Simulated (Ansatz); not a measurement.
Born–Oppenheimer molecular dynamics of AlH$_{3}$O$_{2}$S (7 atoms, charge 0, multiplicity 1). It starts at the highest image of a converged band, a first-order saddle point between two minima.

These are results of UKS PBE0/def2-SVP (Ansatz), not measurements.

| Quantity | Value |
| --- | --- |
| ensemble | NVE (velocity Verlet) |
| time step | 0.5 fs |
| steps asked | 200 |
| starting velocities drawn for | 100 K |
| seed | 11418 |

First frame:

```xyz
7
Properties=species:S:1:pos:R:3
Al -0.022 0.252 -0.032
S 0.431 -0.784 1.836
O -0.561 -0.566 -1.415
H -0.794 -1.490 -1.497
O 0.106 1.916 -0.070
H 0.190 -2.017 1.338
H 0.650 2.690 -0.161
```

**Question.** How far do the bonds stretch over the last three quarters of this one trajectory? (Pairs bonded in most of those frames.)

**Answer.** 
```
  bond  mean (Å)  spread (Å)  shortest  longest
Al1–S2     2.190       0.017      2.16     2.22
Al1–O3     1.693       0.005      1.68     1.70
Al1–O5     1.684       0.019      1.66     1.72
 S2–H6     1.353       0.022      1.32     1.38
 O3–H4     0.957       0.010      0.94     0.97
 O5–H7     0.956       0.009      0.94     0.97
```

Mean temperature of the second half: 87 K. The conserved energy stayed within 0.071 meV per atom of its start (net change 0.048 meV per atom), so the integration is sound. A run of 0.1 ps of so small a system gives no equilibrium averages. The orbitals stay closed-shell, which can raise the energy where a bond breaks towards radicals; this wasn't checked here.

Time of the run: 6.4 min on 2 threads of Intel(R) Xeon(R) Platinum 8375C CPU @ 2.90GHz (Ice Lake), with other jobs on the host, peak memory 0.23 GiB.
